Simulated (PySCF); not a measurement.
# Magnetic susceptibility: `InChI=1S/C5H7F3N2/c1-2-3-9-10-4-5(6,7)8/h3-4H,2H2,1H3/b9-3+,10-4-`

Geometry:
```tsv
atom	x (Å)	y (Å)	z (Å)
C1	2.377	0.411	-0.880
C2	2.018	-0.645	0.166
C3	0.877	-0.181	1.003
N4	-0.200	-0.829	1.035
N5	-1.265	-0.812	1.710
C6	-2.419	-0.375	1.410
C7	-2.720	0.460	0.193
F8	-3.883	1.113	0.314
F9	-1.772	1.390	-0.041
F10	-2.804	-0.267	-0.940
H11	1.528	0.601	-1.531
H12	2.660	1.345	-0.400
H13	3.211	0.069	-1.488
H14	2.884	-0.821	0.811
H15	1.751	-1.583	-0.320
H16	1.002	0.754	1.549
H17	-3.251	-0.618	2.048
```

Computed, not measured: GIAO BHandHLYP/pcSseg-0 magnetisability, non-relativistic, IEF-PCM dimethylsulfoxide (PySCF 2.14.0). Geometry: GFN2-xTB.

Q: What are the magnetisability and the molar susceptibility?

A: Isotropic -1263 × 10⁻³⁰ J/T², or -76.1 × 10⁻⁶ cm³/mol; principal values -1353, -1291, -1146 × 10⁻³⁰ J/T², anisotropy 184 × 10⁻³⁰ J/T² (root of half the summed squared differences of the principal values). The susceptibility is in cgs units.

Q: Split it along the inertial axes a, b, c into diamagnetic and paramagnetic parts about the centre of mass, with the quadrupole moment.

A: 
| axis | χ (10⁻⁶ cm³/mol) | diamagnetic (10⁻⁶ cm³/mol) | paramagnetic (10⁻⁶ cm³/mol) | summed x² of all electrons (Å²) | quadrupole Θ (D Å) |
| --- | --- | --- | --- | --- | --- |
| a | -69.5 | -563.3 | 493.8 | 376.1 | +9.55 |
| b | -80.7 | -1767.5 | 1686.8 | 92.2 | -7.19 |
| c | -78.0 | -1986.9 | 1908.9 | 40.5 | -2.36 |

Anisotropies 2χaa − χbb − χcc = +19.8 and 2χbb − χaa − χcc = -14.1 × 10⁻⁶ cm³/mol. Θ is traceless in Buckingham's convention.
